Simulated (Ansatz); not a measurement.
Job for Ansatz (a quantum-chemistry and plane-wave program): R-HF/def2-TZVPP on H3InO (SMILES [OH][InH2]), atoms moved off the minimum. Elements past Kr take the def2 small-core potentials; no spin–orbit coupling.

Ansatz 0.2 input:
```yaml
crystal:
  periodic: [false, false, false]
  atoms:
    - {symbol: In, position_ang: [0.04311114, -0.23293475, 0.02697668]}
    - {symbol: H, position_ang: [-1.40267050, -0.18471670, -1.30914590]}
    - {symbol: H, position_ang: [1.60850020, -0.87408342, -0.54796859]}
    - {symbol: O, position_ang: [-0.21883262, 0.89505166, 1.44090865]}
    - {symbol: H, position_ang: [0.62706012, 0.90608359, 2.02067944]}
basis:
  gaussian:
    orbitals: def2-TZVPP
hamiltonian:
  xc: {name: HF}
scf: {lower_state_search: off}
output: {forces: true}
```

It printed:

```
WARN ansatz: RAYON_NUM_THREADS=1 ignored (pool sized by the plan → 1); use --threads N
Functional definition: HF
these checks for a lower state are left out or cut short: stability, starts, cluster_reference, orbital_swaps, neighbouring_geometries, increment
integrals: 0.03 GiB planned
903 factors; their error is unknown
mean field: 0.24 GiB planned
mean field evaluation 1: about -7229.6461 eV, gradient 4.1e1 eV
mean field evaluation 2: about -7230.9396 eV, gradient 3.4e1 eV
mean field evaluation 4: about -7232.8119 eV, gradient 5.1e-1 eV
mean field evaluation 8: about -7233.0198 eV, gradient 6.8e-1 eV
mean field -7233.02014743 eV, -265.8085877010 hartree, gradient 2.7e-6 eV, S^2 0.000000; 0 other end points of the search recorded, 0 dependent functions left out
the calculation of the forces begins
reference -7233.02014743 eV, -265.8085877010 hartree; 16, 16 occupied and 107, 107 virtual orbitals, 903 factors
Total energy: -7233.02014743 eV, -265.8085877010 hartree
Atom 0 at     0.043111    -0.232935     0.026977 Å, force    -0.398999    -2.465518    -5.898236 eV/Å
Atom 1 at    -1.402670    -0.184717    -1.309146 Å, force     1.269885    -0.221724     1.424268 eV/Å
Atom 2 at     1.608500    -0.874083    -0.547969 Å, force    -0.536890     0.052363     0.515684 eV/Å
Atom 3 at    -0.218833     0.895052     1.440909 Å, force     3.096698     2.305612     5.803105 eV/Å
Atom 4 at     0.627060     0.906084     2.020679 Å, force    -3.430694     0.329266    -1.844822 eV/Å
Dipole moment:     0.369983    -0.251027     0.265060 e Å
Checks for a lower state left out: stability, starts, cluster_reference, orbital_swaps, neighbouring_geometries, increment
```

Self-consistency was reached.

Cost: around 1.8 core-seconds (rough).
